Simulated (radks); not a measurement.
The numbers below are computed, except where a source is named.
Valence configurations of neutral boron (all share [He]). Level of theory: scalar-relativistic Kohn-Sham, LDA (Slater exchange, Perdew-Wang correlation), spin-polarised, spherical densities, point nucleus; open shells are filled with parallel spins first (a radial shooting solver on a logarithmic mesh with Libxc functionals). Order these by energy: 2s1 2p2; 2s2 2p1; 2s1.5 2p1.5; 2s0.5 2p2.5; 2p3.

Answer. From the lowest, in eV above it: 2s2 2p1 0.000; 2s1.5 2p1.5 1.977; 2s1 2p2 3.229; 2s0.5 2p2.5 6.134; 2p3 9.037. NIST lists [He] 2s2 2p1 as the ground configuration; this level of theory agrees among the configurations tried. The energies are those of spherical high-spin densities, not of single terms.
